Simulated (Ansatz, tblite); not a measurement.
Adding an electron: Ga₃Cl₆⁺ (the lowest singlet isomer of a short search). Total charge 1; singlet. Geometry: PBE-D4/def2-SVP. Ansatz, gas phase; energy differences of separate SCF runs; the reduced species was run as a doublet alone.

```
atom   x (Å)   y (Å)   z (Å)
 Ga1  -0.518  -1.186   1.256
 Ga2   0.696   1.462   0.052
 Ga3   0.053   0.252  -1.989
 Cl4   1.582   3.307   0.573
 Cl5  -1.137  -2.591   2.692
 Cl6  -0.159  -0.025  -4.067
 Cl7   1.670  -0.446   1.174
 Cl8  -0.849  -1.748  -0.959
 Cl9  -1.338   0.974   1.267
```

The xTB rows come from tblite. The structure comes from a short search, and lower isomers may exist.

```
            level  −HOMO (eV)  −LUMO (eV)  vertical EA (eV)  HOMO–LUMO gap (eV)
         GFN1-xTB       15.52       11.85              9.84                3.67
         GFN2-xTB       15.83       12.58             10.43                3.25
 PBE-D4/def2-TZVP       11.77        7.79              5.60                3.98
PBE0-D4/def2-TZVP       13.01        6.95              5.51                6.06
```

 Raw xTB energy differences between charge states are shifted by several eV; the methods need an empirical correction for them.
